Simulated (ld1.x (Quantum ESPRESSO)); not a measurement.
**F (Z = 9): ultrasoft pseudisation with PBE, scalar-relativistic reference atom.**

fluorine, ultrasoft, made with ld1.x (Quantum ESPRESSO) 7.5 (PBE, scalar-relativistic). Core [He], reference 2s2 2p5. Waves: 2s (bound): rcut 0.70, rcutus 0.90 bohr; 2s channel at -1.35 Ry: rcut 0.70, rcutus 0.90 bohr; 2p (bound): rcut 1.05, rcutus 1.30 bohr; 2p channel at -0.35 Ry: rcut 1.05, rcutus 1.30 bohr; 3d channel at 0.25 Ry: rcut 1.05, rcutus 1.20 bohr. Local part: all-electron potential smoothed inside 0.70 bohr (lloc = -1). Core correction: none. Augmentation charge: PSQ, inside the norm-conserving radii.

All-electron outer shells of the reference configuration (PBE, scalar-relativistic, ld1.x):

| shell | level (eV) | outermost node (bohr) | outermost maximum (bohr) |
| --- | --- | --- | --- |
| 1s | -663.37 | – | 0.11 |
| 2s | -29.90 | 0.24 | 0.76 |
| 2p | -11.11 | – | 0.71 |

Question: Is the overlap operator S = 1 + Σ q|β⟩⟨β| positive definite (Bessel basis up to 400 Ry)?

Answer: No: its lowest eigenvalue is -1.511, in the d channel, so the generalised eigenproblem breaks down once the basis is large enough.

Question: Tests: 2s2 2p4; 2s2 2p3; 2s2 2p2; 2s1 2p5; 2s1 2p6; 2s2 2p4.5; 2s2 2p1. Which has the largest error in its energy relative to the reference configuration, and how large is it?

Answer: 2s2 2p1, with +575 meV (all-electron minus pseudo) on +204.21 eV.

The ghost test of this file was not conclusive. Its overlap operator is not positive definite in a basis up to 400 Ry (lowest eigenvalue d -1.51), so the file is unfit for use: the generalised eigenproblem breaks down once the basis is large enough, and its test numbers describe a broken file.
